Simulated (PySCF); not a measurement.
NICS in rings of unrelated molecules.

NICS is the negative of the GIAO shielding at a point without a nucleus: at the ring centre (0) and 1 Å above and below it (1); zz is the component along the ring normal. Level: GIAO PBE0/pcSseg-1 (PySCF, non-relativistic, gas phase) on the GFN2-xTB geometries, one conformer each. Atom numbers follow the mapped SMILES.

Question: Order these rings by mean NICS(1)zz, lowest (most negative) first (ppm).
A. ring N2–C3–C4–N5–P7 in `[CH3:1][N:2]1[CH2:3][CH2:4][N:5]([CH3:6])[P:7]1[SiH3:8]`
B. ring C3–C4–C5–N7–N9 in `[CH2:1]=[CH:2][c:3]1[cH:4][c:5]([Cl:6])[n:7]([SiH3:8])[n:9]1`
C. ring C5–C6–C7 in `[CH:1]#[C:2][SiH2:3][S:4][CH:5]1[CH2:6][CH2:7]1`
D. ring C3–N4–C5–C6–N7 in `[CH2:1]=[CH:2][c:3]1[n:4][cH:5][cH:6][n:7]1[SiH2:8][Cl:9]`
E. ring C3–C4–Si5–C7 in `[CH2:1]=[CH:2][C@H:3]1[CH2:4][Si@@H:5]([OH:6])[CH2:7]1`
F. ring N2–C3–C4–C5–Si6 in `[CH3:1][N:2]1[CH2:3][CH2:4][CH2:5][SiH2:6]1`
G. ring C5–C6–C7 in `[CH3:1][CH2:2][C@@H:3]([S-:4])[CH:5]1[CH2:6][CH2:7]1` (charge -1)

Answer: D (-26.9), B (-25.1), C (-21.9), G (-20.4), A (-3.9), F (-2.3), E (3.1).

```
                SMILES                                                     ring  NICS(0)  NICS(1)  NICS(1)zz  HOMA  rms pucker (Å)  ring atoms with four or more neighbours
    C=Cc1nccn1[SiH2]Cl      5-membered ring with 2 N; formal bonds all aromatic    -10.8    -10.4      -26.9  0.86            0.00                                        0
C=Cc1cc(Cl)n([SiH3])n1      5-membered ring with 2 N; formal bonds all aromatic    -11.2    -10.5      -25.1  0.89            0.00                                        0
       C#C[SiH2]SC1CC1           3-membered carbocycle; formal bonds all single    -44.0     -8.5      -21.9     –            0.00                                        3
   CC[C@@H]([S-])C1CC1           3-membered carbocycle; formal bonds all single    -40.5     -8.5      -20.4     –            0.00                                        3
     CN1CCN(C)P1[SiH3]  5-membered ring with 2 N and P; formal bonds all single     -8.6     -3.2       -3.9     –            0.18                                        2
         CN1CCC[SiH2]1   5-membered ring with N and Si; formal bonds all single     -6.6     -3.4       -2.3     –            0.17                                        4
C=C[C@H]1C[Si@@H](O)C1         4-membered ring with Si; formal bonds all single      0.3     -1.3        3.1     –            0.07                                        4
```

NICS(0) gives another order. The isotropic NICS(1) gives another order. HOMA uses Krygowski's 1993 parameters; it is left out where a ring has a four-coordinate atom, a triple bond, no multiple bond or a kind of bond without parameters. NICS(1) and NICS(1)zz are means over the two faces.
